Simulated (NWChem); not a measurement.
System: silylarsine (SiAsH₅); SMILES [AsH2][SiH3]

Computed with NWChem. Geometry: optimised at B3LYP/6-31G* (spherical d). Ions are spin-unrestricted doublets at the neutral geometry; other ion states weren't tried.

### Question
Predict the results for PBE/def2-TZVP. Quantities: vertical ionisation energy, ΔSCF (eV); −ε(HOMO) (eV).

### Answer
vertical ionisation energy, ΔSCF (eV): 9.62
−ε(HOMO) (eV): 6.49
